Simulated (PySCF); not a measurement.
# Simulated absorption spectrum

Species: C₃H₉FGeSi.
Bonds: C1–C2 (double), C2–Si3, Si3–C4, C4–Ge5, Ge5–F6. Hydrogens: H7, H8 on C1; H9 on C2; H10, H11 on Si3; H12, H13 on C4; H14, H15 on Ge5.

Theory: PySCF 2.14.0, density-fitted response routines, TDDFT PBE0/def2-SVPD, vertical, gas phase, core orbitals frozen in the response. One conformer (not necessarily the lowest) at the PBE0-D3(BJ)/def2-SVP geometry, without solvent, vibrations or thermal averaging. The PBE0/def2-SVPD calculation is non-relativistic and has no spin–orbit coupling, an omission that weighs most on germanium. Torsions of this conformer, `[CH2:1]=[CH:2][SiH2:3][CH2:4][GeH2:5][F:6]`: C1–C2–Si3–C4 112°, C2–Si3–C4–Ge5 55°, Si3–C4–Ge5–F6 8°.

Computed states:

| state | E (eV) | f |
| --- | --- | --- |
| S1 | 6.56 | 0.0034 |
| S2 | 6.82 | 0.021 |
| S3 | 6.92 | 0.349 |
| S4 | 7.17 | 0.053 |
| S5 | 7.35 | 0.041 |
| S6 | 7.50 | 0.032 |
| S7 | 7.66 | 0.012 |
| S8 | 7.72 | 0.0027 |
| S9 | 7.81 | 0.0057 |
| S10 | 7.83 | 0.032 |

Broadening: Gaussians 0.25 eV wide at half height, area fixed by f = 4.319×10⁻⁹ ∫ε dν̃. The width is an assumption, not a result. The curve ends short of the highest state used, and states not computed would add to its high-energy end.

(1) What does the envelope look like, and where are its maxima?

(2) Coming from long wavelengths, where does ε first pass 100 L mol⁻¹ cm⁻¹?

(3) On this curve, what absorbance would a 10⁻⁵ mol/L sample give at 193 nm over a 1 cm path?

Results:

(1) 
```json
{"E (eV)": "6.18", "ε (L mol⁻¹ cm⁻¹)": "1"}
{"E (eV)": "6.20", "ε (L mol⁻¹ cm⁻¹)": "1"}
{"E (eV)": "6.23", "ε (L mol⁻¹ cm⁻¹)": "3"}
{"E (eV)": "6.25", "ε (L mol⁻¹ cm⁻¹)": "6"}
{"E (eV)": "6.28", "ε (L mol⁻¹ cm⁻¹)": "13"}
{"E (eV)": "6.30", "ε (L mol⁻¹ cm⁻¹)": "20"}
{"E (eV)": "6.33", "ε (L mol⁻¹ cm⁻¹)": "39"}
{"E (eV)": "6.35", "ε (L mol⁻¹ cm⁻¹)": "57"}
{"E (eV)": "6.38", "ε (L mol⁻¹ cm⁻¹)": "95"}
{"E (eV)": "6.40", "ε (L mol⁻¹ cm⁻¹)": "127"}
{"E (eV)": "6.43", "ε (L mol⁻¹ cm⁻¹)": "187"}
{"E (eV)": "6.45", "ε (L mol⁻¹ cm⁻¹)": "232"}
{"E (eV)": "6.47", "ε (L mol⁻¹ cm⁻¹)": "279"}
{"E (eV)": "6.50", "ε (L mol⁻¹ cm⁻¹)": "356"}
{"E (eV)": "6.52", "ε (L mol⁻¹ cm⁻¹)": "413"}
{"E (eV)": "6.55", "ε (L mol⁻¹ cm⁻¹)": "524"}
{"E (eV)": "6.57", "ε (L mol⁻¹ cm⁻¹)": "638"}
{"E (eV)": "6.60", "ε (L mol⁻¹ cm⁻¹)": "936"}
{"E (eV)": "6.62", "ε (L mol⁻¹ cm⁻¹)": "1283"}
{"E (eV)": "6.65", "ε (L mol⁻¹ cm⁻¹)": "2175"}
{"E (eV)": "6.67", "ε (L mol⁻¹ cm⁻¹)": "3131"}
{"E (eV)": "6.70", "ε (L mol⁻¹ cm⁻¹)": "5325"}
{"E (eV)": "6.72", "ε (L mol⁻¹ cm⁻¹)": "7413"}
{"E (eV)": "6.74", "ε (L mol⁻¹ cm⁻¹)": "10067"}
{"E (eV)": "6.77", "ε (L mol⁻¹ cm⁻¹)": "15112"}
{"E (eV)": "6.79", "ε (L mol⁻¹ cm⁻¹)": "19078"}
{"E (eV)": "6.82", "ε (L mol⁻¹ cm⁻¹)": "25503"}
{"E (eV)": "6.84", "ε (L mol⁻¹ cm⁻¹)": "29721"}
{"E (eV)": "6.87", "ε (L mol⁻¹ cm⁻¹)": "35157"}
{"E (eV)": "6.89", "ε (L mol⁻¹ cm⁻¹)": "37730"}
{"E (eV)": "6.92", "ε (L mol⁻¹ cm⁻¹)": "39428"}
{"E (eV)": "6.94", "ε (L mol⁻¹ cm⁻¹)": "38979"}
{"E (eV)": "6.96", "ε (L mol⁻¹ cm⁻¹)": "37330"}
{"E (eV)": "6.99", "ε (L mol⁻¹ cm⁻¹)": "33060"}
{"E (eV)": "7.01", "ε (L mol⁻¹ cm⁻¹)": "29459"}
{"E (eV)": "7.04", "ε (L mol⁻¹ cm⁻¹)": "23763"}
{"E (eV)": "7.06", "ε (L mol⁻¹ cm⁻¹)": "20198"}
{"E (eV)": "7.09", "ε (L mol⁻¹ cm⁻¹)": "15697"}
{"E (eV)": "7.11", "ε (L mol⁻¹ cm⁻¹)": "13385"}
{"E (eV)": "7.14", "ε (L mol⁻¹ cm⁻¹)": "10921"}
{"E (eV)": "7.16", "ε (L mol⁻¹ cm⁻¹)": "9834"}
{"E (eV)": "7.19", "ε (L mol⁻¹ cm⁻¹)": "8792"}
{"E (eV)": "7.21", "ε (L mol⁻¹ cm⁻¹)": "8353"}
{"E (eV)": "7.23", "ε (L mol⁻¹ cm⁻¹)": "8038"}
```

Maxima: 179 nm (6.92 eV), ε about 39000, made up of S3 (95%) (ε in L mol⁻¹ cm⁻¹; maxima over ε = 5, shares over 10%).

(2) At about 194 nm (6.38 eV), 0.17 eV below S1.

(3) 193 nm is 6.424 eV, where ε is about 170 L mol⁻¹ cm⁻¹, so A = ε c l ≈ 0.0017 (Beer–Lambert, with the gas-phase spectrum and the assumed width).

The vertical ionisation energy (ΔSCF) is 9.81 eV, 1.97 eV above S10.
